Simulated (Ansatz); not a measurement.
Input (FCI/def2-SVPD; Ansatz, a quantum-chemistry and plane-wave program):

Ansatz 0.2 input:
```yaml
crystal:
  periodic: [false, false, false]
  atoms:
    - {symbol: Sn, position_ang: [0.00000000, 0.00000000, 0.00000000]}
basis:
  gaussian:
    orbitals: def2-SVPD
total_charge: 1
magnetization: {spin_polarized: true, initial_magnetization: 1}
correlation: {method: fci, electrons: outside_noble_gas}
scf: {lower_state_search: full}
```

Output:

```
Functional definition: HF
integrals: 0.01 GiB planned
264 factors; integrals over basis functions are off by at most 2.9e-8 eV
mean field: 0.07 GiB planned
mean field evaluation 1: about -5798.1657 eV, gradient 4.5e0 eV
mean field evaluation 2: about -5798.1675 eV, gradient 4.4e0 eV
mean field evaluation 4: about -5798.3252 eV, gradient 4.4e-1 eV
mean field evaluation 8: about -5798.3280 eV, gradient 1.4e-4 eV
mean field evaluation 16: about -5798.3280 eV, gradient 8.2e-4 eV
mean field evaluation 32: about -5798.3280 eV, gradient 1.1e-4 eV
mean field evaluation 64: about -5798.3257 eV, gradient 4.0e-1 eV
mean field -5798.32801829 eV, -213.0846244241 hartree, gradient 1.3e-6 eV, S^2 0.760186; 6 other end points of the search recorded, 0 dependent functions left out
9 core orbitals not correlated
reference -5798.23860731 eV, -213.0813386312 hartree; 2, 1 occupied and 21, 22 virtual orbitals, 264 factors
configuration interaction: 0.08 GiB planned
state -5799.43081889 eV, -213.1251515987 hartree
Total energy: -5799.43081889 eV, -213.1251515987 hartree
```
